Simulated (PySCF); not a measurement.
# Potential energy of NaTe along the bond

Set-up: Na cc-pVDZ, Te cc-pVDZ-PP with ECP28; scalar-relativistic core potentials (PySCF 2.14). Energies in eV from Na + Te in their ground configurations at the same level. State: ²Π (doublet), unpaired electrons π ↑.

All columns are CAM-B3LYP. A positive dipole means Na(−)Te(+).

```json
{"R (Å)": "2.423", "E (eV)": "-1.698", "μ (D)": "-7.01", "Mulliken charge on Na (basis-dependent)": "0.38", "HOMO (eV)": "-6.15", "LUMO (eV)": "-1.97", "Mayer bond order": "1.09", "⟨S²⟩": "0.75"}
{"R (Å)": "2.535", "E (eV)": "-1.936", "μ (D)": "-7.34", "Mulliken charge on Na (basis-dependent)": "0.35", "HOMO (eV)": "-6.04", "LUMO (eV)": "-1.86", "Mayer bond order": "1.10", "⟨S²⟩": "0.75"}
{"R (Å)": "2.648", "E (eV)": "-2.062", "μ (D)": "-7.66", "Mulliken charge on Na (basis-dependent)": "0.34", "HOMO (eV)": "-5.94", "LUMO (eV)": "-1.77", "Mayer bond order": "1.10", "⟨S²⟩": "0.75"}
{"R (Å)": "2.732", "E (eV)": "-2.103", "μ (D)": "-7.90", "Mulliken charge on Na (basis-dependent)": "0.34", "HOMO (eV)": "-5.87", "LUMO (eV)": "-1.69", "Mayer bond order": "1.09", "⟨S²⟩": "0.75"}
{"R (Å)": "2.817", "E (eV)": "-2.108", "μ (D)": "-8.14", "Mulliken charge on Na (basis-dependent)": "0.34", "HOMO (eV)": "-5.80", "LUMO (eV)": "-1.63", "Mayer bond order": "1.07", "⟨S²⟩": "0.75"}
{"R (Å)": "2.901", "E (eV)": "-2.085", "μ (D)": "-8.39", "Mulliken charge on Na (basis-dependent)": "0.35", "HOMO (eV)": "-5.74", "LUMO (eV)": "-1.56", "Mayer bond order": "1.05", "⟨S²⟩": "0.75"}
{"R (Å)": "3.014", "E (eV)": "-2.024", "μ (D)": "-8.73", "Mulliken charge on Na (basis-dependent)": "0.37", "HOMO (eV)": "-5.66", "LUMO (eV)": "-1.48", "Mayer bond order": "1.02", "⟨S²⟩": "0.75"}
{"R (Å)": "3.155", "E (eV)": "-1.910", "μ (D)": "-9.16", "Mulliken charge on Na (basis-dependent)": "0.39", "HOMO (eV)": "-5.56", "LUMO (eV)": "-1.53", "Mayer bond order": "0.98", "⟨S²⟩": "0.75"}
{"R (Å)": "3.324", "E (eV)": "-1.742", "μ (D)": "-9.67", "Mulliken charge on Na (basis-dependent)": "0.41", "HOMO (eV)": "-5.46", "LUMO (eV)": "-1.65", "Mayer bond order": "0.94", "⟨S²⟩": "0.76"}
{"R (Å)": "3.549", "E (eV)": "-1.492", "μ (D)": "-10.33", "Mulliken charge on Na (basis-dependent)": "0.44", "HOMO (eV)": "-5.34", "LUMO (eV)": "-1.82", "Mayer bond order": "0.89", "⟨S²⟩": "0.76"}
```

A fit through these points gives, at Re = 2.788 Å, μ = -8.06 D and dμ/dR = -2.91 D/Å; the reduced mass is 19.53 u.

**Question.** How strong is the fundamental in the double-harmonic approximation, I = 42.26·(dμ/dR)²/μred km/mol?

**Answer.** I = 42.26·(-2.91)²/19.53 = 18.3 km/mol at CAM-B3LYP.

These are scalar-relativistic numbers at best; spin–orbit coupling would shift them, the dissociation energy most. The state was picked by a PBE0 search and need not be the measured ground state.
